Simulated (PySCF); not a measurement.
C₃H₃F₃, SMILES F[C@H]1CC1(F)F. The structure is a stationary point at PBE0-D3(BJ)/def2-SVP. The structure was generated by enumeration; whether it is a known compound was not checked.

Computed equilibrium geometry at PBE0-D3(BJ)/def2-SVP (PySCF confirms it by a frequency run) as a Z-matrix:
```
C
F 1 1.3315
F 1 1.3365 2 110.83
C 1 1.4803 2 119.07 3 143.59
F 4 1.3468 1 118.48 2 2.05
H 4 1.0956 5 113.67 1 146.11
C 1 1.4834 2 119.08 3 -144.60
H 7 1.0927 1 119.34 2 143.16
H 7 1.0935 8 116.56 1 146.51
```
Charge 0, spin multiplicity 1.
